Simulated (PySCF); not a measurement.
I4Sn, charge -1, sextet, at a GFN2-xTB geometry of the parent state (such geometries of metal compounds can be far from the true shape) (a state made from the parent by changing its charge; the spin is typed, not shown lowest) (core potentials on I, Sn); DF-HF/def2-SV(P) in PySCF.

The PySCF input:
```python
from pyscf import gto, scf

mol = gto.M(
    atom='''
I    -1.73164608   -0.67562204   -2.19168261
Sn    0.00000000   -0.00000000    0.00000000
I     0.61281737    2.80611990   -0.09317679
I     2.43175902   -1.51862331   -0.19714775
I    -1.31293032   -0.61187455    2.48200714
''',
    basis='def2-sv(p)',
    ecp={'I': 'def2-sv(p)', 'Sn': 'def2-sv(p)'},
    charge=-1,
    spin=5,
    verbose=4,
)

mf = scf.UHF(mol)
mf = mf.density_fit(auxbasis='def2-universal-jkfit')
mf.kernel()
mf.analyze()
```

What the program printed (banner, timings and long lists left out):

```
PySCF version 2.14.0

[INPUT] verbose = 4
[INPUT] num. atoms = 5
[INPUT] num. electrons = 123
[INPUT] charge = -1
[INPUT] spin (= nelec alpha-beta = 2S) = 5
[INPUT] symmetry False subgroup None
[INPUT] Mole.unit = angstrom
[INPUT] Symbol           X                Y                Z      unit          X                Y                Z       unit  Magmom
[...]
nuclear repulsion = 827.969264758164
number of shells = 50
number of NR pGTOs = 305
number of NR cGTOs = 130
basis = def2-sv(p)
ecp = {'I': 'def2-sv(p)', 'Sn': 'def2-sv(p)'}

******** <class 'pyscf.df.df_jk.DFUHF'> ********
method = DFUHF
initial guess = minao
damping factor = 0
level_shift factor = 0
DIIS = <class 'pyscf.scf.diis.CDIIS'>
diis_start_cycle = 1
diis_space = 8
diis_damp = 0
SCF conv_tol = 1e-09
SCF conv_tol_grad = None
SCF max_cycles = 50
direct_scf = False
number electrons alpha = 64  beta = 59
Set gradient conv threshold to 3.16228e-05
******** <class 'pyscf.df.df.DF'> ********
auxbasis = def2-universal-jkfit
init E= -1245.25673193872

cycle= 1 E= -1396.04775994757  delta_E= -151  |g|= 2.99  |ddm|= 11.7

cycle= 2 E= -1399.19054978117  delta_E= -3.14  |g|= 1.21  |ddm|= 9.33
cycle= 3 E= -1399.79617654231  delta_E= -0.606  |g|= 0.208  |ddm|= 3.61

cycle= 4 E= -1399.83272984768  delta_E= -0.0366  |g|= 0.0842  |ddm|= 0.545
cycle= 5 E= -1399.84226589234  delta_E= -0.00954  |g|= 0.033  |ddm|= 0.255
cycle= 6 E= -1399.85031904315  delta_E= -0.00805  |g|= 0.0254  |ddm|= 0.262
cycle= 7 E= -1399.8542166645  delta_E= -0.0039  |g|= 0.0231  |ddm|= 0.135
cycle= 8 E= -1399.85961178539  delta_E= -0.0054  |g|= 0.0278  |ddm|= 0.173
cycle= 9 E= -1399.85719649966  delta_E= 0.00242  |g|= 0.024  |ddm|= 0.0864
cycle= 10 E= -1399.85551832627  delta_E= 0.00168  |g|= 0.0172  |ddm|= 0.191
cycle= 11 E= -1399.85793428137  delta_E= -0.00242  |g|= 0.0126  |ddm|= 0.143
cycle= 12 E= -1399.86001830608  delta_E= -0.00208  |g|= 0.0111  |ddm|= 0.144
cycle= 13 E= -1399.86095265992  delta_E= -0.000934  |g|= 0.00976  |ddm|= 0.0734
cycle= 14 E= -1399.86209628343  delta_E= -0.00114  |g|= 0.00934  |ddm|= 0.0921
cycle= 15 E= -1399.86345115124  delta_E= -0.00135  |g|= 0.0086  |ddm|= 0.118
cycle= 16 E= -1399.86446855171  delta_E= -0.00102  |g|= 0.00806  |ddm|= 0.0944
cycle= 17 E= -1399.86594047922  delta_E= -0.00147  |g|= 0.00748  |ddm|= 0.158
cycle= 18 E= -1399.8659420326  delta_E= -1.55e-06  |g|= 0.00687  |ddm|= 0.0267
cycle= 19 E= -1399.86755700178  delta_E= -0.00161  |g|= 0.00717  |ddm|= 0.222
cycle= 20 E= -1399.86815333828  delta_E= -0.000596  |g|= 0.00518  |ddm|= 0.0955
cycle= 21 E= -1399.86905673118  delta_E= -0.000903  |g|= 0.00569  |ddm|= 0.182
cycle= 22 E= -1399.86927616948  delta_E= -0.000219  |g|= 0.00467  |ddm|= 0.0473
cycle= 23 E= -1399.86996007933  delta_E= -0.000684  |g|= 0.00749  |ddm|= 0.204
cycle= 24 E= -1399.86998332416  delta_E= -2.32e-05  |g|= 0.00694  |ddm|= 0.00559
cycle= 25 E= -1399.86995917432  delta_E= 2.41e-05  |g|= 0.00578  |ddm|= 0.0222
cycle= 26 E= -1399.86986107636  delta_E= 9.81e-05  |g|= 0.0048  |ddm|= 0.0357
cycle= 27 E= -1399.86982490755  delta_E= 3.62e-05  |g|= 0.00446  |ddm|= 0.0151
cycle= 28 E= -1399.86979367909  delta_E= 3.12e-05  |g|= 0.00394  |ddm|= 0.0131
cycle= 29 E= -1399.87003368307  delta_E= -0.00024  |g|= 0.00387  |ddm|= 0.0851
cycle= 30 E= -1399.87017529863  delta_E= -0.000142  |g|= 0.00403  |ddm|= 0.0845
cycle= 31 E= -1399.87017599505  delta_E= -6.96e-07  |g|= 0.00383  |ddm|= 0.0103
cycle= 32 E= -1399.8702469288  delta_E= -7.09e-05  |g|= 0.00385  |ddm|= 0.0473
cycle= 33 E= -1399.87028027025  delta_E= -3.33e-05  |g|= 0.00361  |ddm|= 0.0195
cycle= 34 E= -1399.87035928125  delta_E= -7.9e-05  |g|= 0.00361  |ddm|= 0.0404
cycle= 35 E= -1399.87035303814  delta_E= 6.24e-06  |g|= 0.00316  |ddm|= 0.0134
cycle= 36 E= -1399.87055771649  delta_E= -0.000205  |g|= 0.00327  |ddm|= 0.106
cycle= 37 E= -1399.8705816185  delta_E= -2.39e-05  |g|= 0.00334  |ddm|= 0.0119
cycle= 38 E= -1399.87054550768  delta_E= 3.61e-05  |g|= 0.00292  |ddm|= 0.0232
[...]
SCF not converged.
Total Energy =                       -1399.870784983253998
[...]
spin_pop of  0 I 5dz^2     0.00706
spin_pop of  0 I 5dxz      0.00281
spin_pop of  0 I 5dx2-y2    0.00269
spin_pop of  1 Sn 4s        0.00024
spin_pop of  1 Sn 5s        0.22054
spin_pop of  1 Sn 6s        0.03651
spin_pop of  1 Sn 7s        0.01005
spin_pop of  1 Sn 4px       0.00051
spin_pop of  1 Sn 4py       0.00320
spin_pop of  1 Sn 4pz       0.00522
spin_pop of  1 Sn 5px       0.04222
spin_pop of  1 Sn 5py       0.00058
spin_pop of  1 Sn 5pz       0.00069
spin_pop of  1 Sn 6px       0.04186
spin_pop of  1 Sn 6py       0.21422
spin_pop of  1 Sn 6pz       0.38588
spin_pop of  1 Sn 7px       0.57552
spin_pop of  1 Sn 7py       0.01566
spin_pop of  1 Sn 7pz       0.02235
spin_pop of  1 Sn 4dxy     -0.00746
spin_pop of  1 Sn 4dyz     -0.00197
spin_pop of  1 Sn 4dz^2     0.00026
spin_pop of  1 Sn 4dxz      0.00178
spin_pop of  1 Sn 4dx2-y2    0.00041
spin_pop of  1 Sn 5dxy      0.01897
spin_pop of  1 Sn 5dyz      0.02632
spin_pop of  1 Sn 5dz^2     0.02943
spin_pop of  1 Sn 5dxz      0.01994
spin_pop of  1 Sn 5dx2-y2    0.01060
spin_pop of  2 I 4s       -0.00003
spin_pop of  2 I 5s        0.00378
spin_pop of  2 I 6s        0.02619
spin_pop of  2 I 7s        0.01790
spin_pop of  2 I 4px       0.00056
spin_pop of  2 I 4py       0.00344
spin_pop of  2 I 4pz       0.00718
spin_pop of  2 I 5px       0.00555
spin_pop of  2 I 5py       0.00036
spin_pop of  2 I 5pz       0.00073
spin_pop of  2 I 6px       0.00757
spin_pop of  2 I 6py       0.18201
spin_pop of  2 I 6pz       0.54320
spin_pop of  2 I 7px       0.00639
spin_pop of  2 I 7py      -0.00125
spin_pop of  2 I 7pz       0.01626
spin_pop of  2 I 4dxy      0.00080
spin_pop of  2 I 4dyz     -0.00048
spin_pop of  2 I 4dz^2    -0.00140
spin_pop of  2 I 4dxz      0.00181
spin_pop of  2 I 4dx2-y2    0.00033
spin_pop of  2 I 5dxy      0.01058
spin_pop of  2 I 5dyz      0.00369
spin_pop of  2 I 5dz^2     0.00163
spin_pop of  2 I 5dxz      0.01352
spin_pop of  2 I 5dx2-y2   -0.00050
spin_pop of  3 I 4s       -0.00004
spin_pop of  3 I 5s        0.00349
spin_pop of  3 I 6s        0.00686
spin_pop of  3 I 7s        0.00357
spin_pop of  3 I 4px       0.00051
spin_pop of  3 I 4py       0.00059
spin_pop of  3 I 4pz       0.00975
spin_pop of  3 I 5px       0.00489
spin_pop of  3 I 5py       0.00009
spin_pop of  3 I 5pz       0.00100
spin_pop of  3 I 6px       0.00613
spin_pop of  3 I 6py       0.06936
spin_pop of  3 I 6pz       0.61926
spin_pop of  3 I 7px       0.01185
spin_pop of  3 I 7py       0.00295
spin_pop of  3 I 7pz       0.00678
spin_pop of  3 I 4dxy     -0.00208
spin_pop of  3 I 4dyz     -0.00089
spin_pop of  3 I 4dz^2     0.00107
spin_pop of  3 I 4dxz     -0.00047
spin_pop of  3 I 4dx2-y2    0.00031
spin_pop of  3 I 5dxy      0.00567
spin_pop of  3 I 5dyz      0.00257
spin_pop of  3 I 5dz^2     0.00484
spin_pop of  3 I 5dxz      0.00865
spin_pop of  3 I 5dx2-y2    0.00884
spin_pop of  4 I 4s       -0.00005
spin_pop of  4 I 5s        0.00507
spin_pop of  4 I 6s        0.03529
spin_pop of  4 I 7s        0.02445
spin_pop of  4 I 4px       0.00090
spin_pop of  4 I 4py       0.00777
spin_pop of  4 I 4pz       0.00505
spin_pop of  4 I 5px       0.02765
spin_pop of  4 I 5py       0.00085
spin_pop of  4 I 5pz       0.00055
spin_pop of  4 I 6px       0.01931
spin_pop of  4 I 6py       0.46184
spin_pop of  4 I 6pz       0.27946
spin_pop of  4 I 7px       0.32090
spin_pop of  4 I 7py       0.00820
spin_pop of  4 I 7pz       0.00823
spin_pop of  4 I 4dxy     -0.00095
spin_pop of  4 I 4dyz      0.00234
spin_pop of  4 I 4dz^2     0.00173
spin_pop of  4 I 4dxz     -0.00340
spin_pop of  4 I 4dx2-y2    0.00037
spin_pop of  4 I 5dxy      0.00819
spin_pop of  4 I 5dyz      0.01639
spin_pop of  4 I 5dz^2     0.01464
spin_pop of  4 I 5dxz      0.00434
spin_pop of  4 I 5dx2-y2    0.00502
In total            64.00000 | 59.00000

WARN: System has nonzero charge -1; the dipole moment is origin-dependent.
Location of origin: [0. 0. 0.]

Dipole moment(X, Y, Z, Debye):  0.64379, -0.03176,  5.93006
```

Convergence was not reached.
